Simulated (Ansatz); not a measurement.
The same group exchange along the group V, Nb, Ta.

Isolated molecules relaxed with PBE0-D4/def2-TZVP in Ansatz; ΔE leaves out vibrations. CBS: MP2 limit from def2 TZ/QZ plus the TZ coupled-cluster correction, frozen cores. DFT in def2-TZVPP. Elements past krypton have def2 core potentials. For Nb, Ta, V outer-core shells are correlated without core-valence functions, which leaves a few kJ/mol of doubt a bond. Scalar relativity is left out up to krypton. Each species was taken in one conformer, which may not be the lowest.

```tsv
reaction	CCSD(T)/CBS(def2) (kJ/mol)
`[NH]=[V]([NH2])([NH2])[F]` + `CC(O)Cl` → `[NH]=[V]([NH2])([NH2])[OH]` + `CC(F)Cl`	45
`[NH]=[Nb]([NH2])([NH2])[F]` + `CC(O)Cl` → `[NH]=[Nb]([NH2])([NH2])[OH]` + `CC(F)Cl`	48
`[NH]=[Ta]([NH2])([NH2])[F]` + `CC(O)Cl` → `[NH]=[Ta]([NH2])([NH2])[OH]` + `CC(F)Cl`	?
```

Task: Fill in the missing values. (Estimate.)

Result: The calculation gave: `[NH]=[Ta]([NH2])([NH2])[F]` + `CC(O)Cl` → `[NH]=[Ta]([NH2])([NH2])[OH]` + `CC(F)Cl`: +46.0 kJ/mol.

Largest T1 diagnostic: 0.031, for `[NH]=[V]([NH2])([NH2])[F]`, so its coupled-cluster energy is less sure.
